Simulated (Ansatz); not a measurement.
`CO[SiH2]S[SiH2]O` + HCl → `O[SiH2]S[SiH2]Cl` + CH₃OH  (ligand exchange at the Si–O bond)

Isolated molecules relaxed with PBE0-D4/def2-TZVP in Ansatz; ΔE leaves out vibrations. CCSD(T)/CBS adds triple-zeta CCSD(T) − MP2 to the extrapolated MP2 energy (def2 sets, frozen cores). This one scheme is used for every species. Functionals use def2-TZVPP. One conformer a species, not always the lowest.

CCSD(T)/CBS gives +2.2 kcal/mol.

Another level gave +3.5 kcal/mol. Which?
A. r2SCAN-D4/def2-TZVPP
B. PBE-D4/def2-TZVPP
C. CCSD(T)/def2-TZVPP
D. PBE/def2-TZVPP

C. CCSD(T)/def2-TZVPP 3.5, PBE -0.1, r2SCAN-D4 2.0, PBE-D4 0.9 kcal/mol.

Largest T1 diagnostic among the species: 0.012.

In def2-TZVPP, CCSD(T) changes the Hartree–Fock value by +2.8 kcal/mol (the triples alone add +0.4 kcal/mol) and MP2 by +2.1 kcal/mol. The D4 term adds +1.5 kcal/mol with B3LYP and +0.9 kcal/mol with PBE0; it sums over pairs of atoms, weighted by their polarisabilities, and B3LYP, whose exchange is more repulsive, gets the larger term.

B3LYP here is the variant with VWN-RPA as its local correlation; programs differ in this.
